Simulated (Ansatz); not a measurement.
The same hydrolysis along the group F, Cl, I.

Calculated with Ansatz (gas phase, PBE0-D4/def2-TZVP geometries, no zero-point term in ΔE). CBS: MP2 limit from def2 TZ/QZ plus the TZ coupled-cluster correction, frozen cores. This one scheme is used for every species. Functionals use def2-TZVPP. B3LYP here is the variant with VWN-RPA as its local correlation; programs differ in this. Elements past krypton have def2 core potentials. For I, Zr outer-core shells are correlated without core-valence functions, which leaves a few kJ/mol of doubt a bond. Each species was taken in one conformer, which may not be the lowest.

| reaction | ωB97X-V (kcal/mol) | B2PLYP (kcal/mol) | B3LYP-D4 (kcal/mol) | revPBE-D4 (kcal/mol) | CCSD(T)/CBS(def2) (kcal/mol) |
| --- | --- | --- | --- | --- | --- |
| `C[N](C)[Zr]([F])([N](C)C)[N](C)C` + H₂O → `C[N](C)[Zr]([OH])([N](C)C)[N](C)C` + H–F | 15.4 | 15.1 | 14.9 | 15.3 | 13.6 |
| `C[N](C)[Zr]([Cl])([N](C)C)[N](C)C` + H₂O → `C[N](C)[Zr]([OH])([N](C)C)[N](C)C` + HCl | 15.0 | 15.3 | 15.3 | 15.9 | 16.6 |
| `C[N](C)[Zr]([I])([N](C)C)[N](C)C` + H₂O → `C[N](C)[Zr]([OH])([N](C)C)[N](C)C` + HI | 14.4 | 15.4 | 14.4 | 15.0 | 18.7 |

Largest T1 diagnostic: 0.015, for `C[N](C)[Zr]([Cl])([N](C)C)[N](C)C`.
